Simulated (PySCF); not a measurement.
**Two-component Hartree-Fock for S(7+) (sulfur, charge +7)**

Start: [He] 2s2 2p5; 2p1/2 filled at m_j = -1/2, +1/2; 2p3/2 filled at m_j = -1/2, +1/2, +3/2. Calculated with PySCF 2.14 in an uncontracted even-tempered set (18 s from 0.78 bohr⁻², ratio 2.4; 11 p from 1 bohr⁻², ratio 2.4; 5 d from 6.7 bohr⁻², ratio 2.6; 5 f from 10 bohr⁻², ratio 2.6): generalised Hartree-Fock with the X2C-1e Hamiltonian and a Gaussian nucleus; one run each with spin-orbit coupling (SO) switched off, then screened by Boettger's factors.

| spinor shell | electrons | ε, spin-free (eV) | ε, screened SO (eV) | weight of nominal j (screened SO) | rms radius, screened SO (bohr) |
| --- | --- | --- | --- | --- | --- |
| 1s1/2 | 2 | -2681.5 | -2681.4 | 1.000 | 0.112 |
| 2s1/2 | 2 | -391.11 | -391.08 | 1.000 | 0.500 |
| 2p1/2 | 2 | -333.44 | -335.47 | 0.646 | 0.464 |
| 2p3/2 | 3 | -333.44 | -332.19 | 0.764 | 0.466 |

```csv
quantity,spin-free,screened SO
E (hartree),-378.35191,-378.36878
M_J,3/2,3/2
⟨J²⟩,3.751,3.751
⟨L²⟩,2.000,2.000
⟨S²⟩,0.750,0.750
```

Each row is a mean over spinors that exchange with the open shell spreads, by up to 11.239 eV (2s1/2).

Rows whose weight is well below 1 are mixtures of j = l ± 1/2: exchange outweighs spin-orbit coupling there, and the label is only the starting occupation.

Without spin-orbit coupling the j labels of p, d and f shells carry no meaning; the spin-free column gives the mean over the occupied spinors of each nl shell.
